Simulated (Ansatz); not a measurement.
`[CH3][Ge]([CH3])([F])[Cl]` + `[CH3][Ge][Cl]` → `[CH3][GeH]([F])[Cl]` + `C[CH2][Ge][Cl]`  (redistribution)

Isolated molecules relaxed with PBE0-D4/def2-TZVP in Ansatz; ΔE leaves out vibrations. CCSD(T)/CBS adds triple-zeta CCSD(T) − MP2 to the extrapolated MP2 energy (def2 sets, frozen cores). DFT in def2-TZVPP. For Ge outer-core shells are correlated without core-valence functions, which leaves a few kJ/mol of doubt a bond. Scalar relativity is left out up to krypton. Each species was taken in one conformer, which may not be the lowest.

| species | PBE0 energy (Eh) |
| --- | --- |
| `[CH3][Ge]([CH3])([F])[Cl]` | -2716.46655 |
| `[CH3][Ge][Cl]` | -2576.70972 |
| `[CH3][GeH]([F])[Cl]` | -2677.17015 |
| `C[CH2][Ge][Cl]` | -2615.98433 |

Question: Work out ΔE.

Answer: ΔE = (-2677.17015) + (-2615.98433) − (-2716.46655) − (-2576.70972) = 0.02179 Eh = +13.7 kcal/mol. CCSD(T)/CBS gives +14.1 kcal/mol.

Largest T1 diagnostic among the species: 0.012.
